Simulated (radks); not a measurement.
The numbers below are computed, except where a source is named.
The mean radii <r> (bohr) of the occupied orbitals of an atom or ion are listed with their occupations. Code: a radial shooting solver on a logarithmic mesh with Libxc functionals. Model: Dirac Kohn-Sham, BLYP, spin-unpolarised, spherical densities, finite nucleus; Fermi nuclear charge, rms radius of each element as measured or else 0.836 A^(1/3) + 0.57 fm.

| orbital | occ. | <r> |
|---|---|---|
| 1s1/2 | 2 | 0.02191 |
| 2s1/2 | 2 | 0.09270 |
| 2p1/2 | 2 | 0.07742 |
| 2p3/2 | 4 | 0.08424 |
| 3s1/2 | 2 | 0.2422 |
| 3p1/2 | 2 | 0.2317 |
| 3p3/2 | 4 | 0.2443 |
| 3d3/2 | 4 | 0.2160 |
| 3d5/2 | 6 | 0.2199 |
| 4s1/2 | 2 | 0.5100 |
| 4p1/2 | 2 | 0.5119 |
| 4p3/2 | 4 | 0.5321 |
| 4d3/2 | 2 | 0.5309 |

Name the element and its charge. Open shells, if any, fill j = l - 1/2 first.

Answer. Z = 64, gadolinium, charge +26: Gd26+ in [Kr] 4d2. The 1s radius gives Z: for a bare nucleus <r> = (2 gamma + 1)/(2Z) with gamma = sqrt(1 - (Z/c)^2), 0.02163 bohr for Z = 64, and screening makes it slightly larger (0.02191 here). The occupations add up to 38, and the charge is Z minus that.
